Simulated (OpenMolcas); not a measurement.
Which level was it?

The species is BBr2F (4 atoms), meant as a singlet with charge 0. SMILES: `FB(Br)Br`. The coordinates come from a PBE0-D4/def2-TZVP relaxation.

| atom | x (Å) | y (Å) | z (Å) |
| --- | --- | --- | --- |
| F | 1.3166 | 0.4660 | 0.3644 |
| B | 0.1240 | 0.0438 | 0.0342 |
| Br | -0.4830 | -1.6294 | 0.7015 |
| Br | -0.9575 | 1.1197 | -1.1000 |

A calculation with OpenMolcas 26.06 gave:

| Quantity | Value |
| --- | --- |
| total energy | -5273.1375 Eh |
| dipole moment | 0.22 D |
| HOMO energy | -8.17 eV |
| LUMO energy | -1.27 eV |
| HOMO–LUMO gap | 6.90 eV |
| largest force | 0.783 eV/Å |

**Question.** Which of these levels gave the numbers?
A. PBE/cc-pVDZ
B. B3LYP/cc-pVDZ
C. HF/3-21G
D. PBE0/cc-pVDZ

**Answer.** B. The others give -5272.3609 Eh (PBE0/cc-pVDZ), -5272.1773 Eh (PBE/cc-pVDZ), -5243.6612 Eh (HF/3-21G).
